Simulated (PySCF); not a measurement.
# A series of derivatives of F[SiH]1OC[SiH2]O1

Parent skeleton `[F:1][SiH:2]1[O:3][CH2:4][SiH2:5][O:6]1`; one hydrogen on atom 4 is replaced by X. Hydrogens on one atom are averaged.

Method: structure optimised with GFN2-xTB, PBE0/pcSseg-1 with gauge-including orbitals, in PySCF 2.14.0 with density-fitted response routines (no solvent, non-relativistic Hamiltonian, one conformer).

δ = σ(ref) − σ, references computed at the same level: CFCl3 for 19F (σref 170.95); 29Si (σref 349.16), 13C (σref 186.93), 1H (σref 31.72) against TMS; H2O for 17O (σref 336.08).

Question: Order these by the shift of O6, most shielded first.
A. X = OCHO
B. X = CH2F
C. X = COOH

Answer: B (67.1 ppm), C (72.9 ppm), A (97.4 ppm).

Unscaled 19F shifts against computed CFCl3 carry errors that often reach 10 to 50 ppm. Unscaled 17O shifts of doubly bonded oxygen tend to come out too high, by tens of ppm or more. Experimental scales use liquid or dissolved standards, which lie at an offset from isolated H2O (liquid H2O: subtract about 36 ppm).
